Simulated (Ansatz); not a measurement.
`CO[Si](N)(O)F` + H₂ → `CO[SiH](N)O` + H–F  (hydrogenolysis of the Si–F bond)

Program: Ansatz. Geometries: PBE0-D4/def2-TZVP. ΔE: electronic, gas phase. CBS: MP2 limit from def2 TZ/QZ plus the TZ coupled-cluster correction, frozen cores. This one scheme is used for every species. DFT in def2-TZVPP. Each species was taken in one conformer, which may not be the lowest.

Task: Is it downhill or uphill in electronic energy at CCSD(T)/CBS, and by how much? (Best estimate.)

Result: Computed: Uphill: ΔE = +34.5 kcal/mol.

Task: What do these levels give: r2SCAN-D4, BHLYP-D4, B2PLYP, PBE, r2SCAN0, CAM-B3LYP, RPA@PBE/def2-TZVPP, CCSD(T)/def2-TZVPP, MP2/def2-QZVPP, HF/CBS(def2), MP2/CBS(def2), CCSD/CBS(def2)? (An estimate is asked.)

Result: Ansatz gave: r2SCAN-D4 36.8, BHLYP-D4 36.3, B2PLYP 35.1, PBE 32.4, r2SCAN0 36.1, CAM-B3LYP 35.5, RPA@PBE/def2-TZVPP 33.8, CCSD(T)/def2-TZVPP 34.5, MP2/def2-QZVPP 35.1, HF/CBS(def2) 36.1, MP2/CBS(def2) 35.0, CCSD/CBS(def2) 34.4 kcal/mol.

Largest T1 diagnostic among the species: 0.011.

At CCSD(T), def2-SVP lies −2.0 kcal/mol from the extrapolated value and def2-TZVPP −0.0 kcal/mol. Leaving LDA and LC-ωPBE aside and taking each functional with its dispersion term where it has one, the values, not all of them listed here, spread over 3.9 kcal/mol, from PBE-D4 to r2SCAN-D4. LDA lies +1.3 kcal/mol from PBE without D4.
